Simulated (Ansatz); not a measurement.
Total energies of WOCl4 (WCl₄O) from Ansatz at ωB97X-V/def2-TZVP, gas phase (1 Eh = 27.2114 eV = 2625.5 kJ/mol). The reference geometry is relaxed at B3LYP-D4/def2-SVP.

| atom | x (Å) | y (Å) | z (Å) |
| --- | --- | --- | --- |
| W1 | 0.089 | 0.003 | 0.022 |
| O2 | 1.721 | 0.051 | 0.420 |
| Cl3 | -0.609 | 2.198 | 0.263 |
| Cl4 | -0.966 | -0.413 | 2.042 |
| Cl5 | -0.296 | -2.225 | -0.484 |
| Cl6 | 0.061 | 0.386 | -2.263 |

```tsv
state	geometry	energy (Eh)
charge 0 singlet	reference	-1983.10923
charge 1 doublet	reference	-1982.68900
free W atom (quintet)	–	-66.86818
free O atom (triplet)	–	-75.06843
free Cl atom (doublet)	–	-460.07933
```

In the def2 sets W takes a core potential; there is no spin–orbit coupling.

Work out the vertical ionisation energy to the doublet.

E(charge 1 doublet) − E(charge 0 singlet) = -1982.68900 − (-1983.10923) = 0.42023 Eh = 11.44 eV. For comparison, −ε of the highest occupied level is 11.37 eV at this level, 0.07 eV less.

What is the binding energy per atom against free atoms?

Atoms: 1 × (-66.86818) + 1 × (-75.06843) + 4 × (-460.07933) = -1982.25393 Eh. Binding: -1982.25393 − (-1983.10923) = 0.85530 Eh = 23.27 eV, or 3.88 eV for each of 6 atoms (no zero-point energy, no counterpoise term).
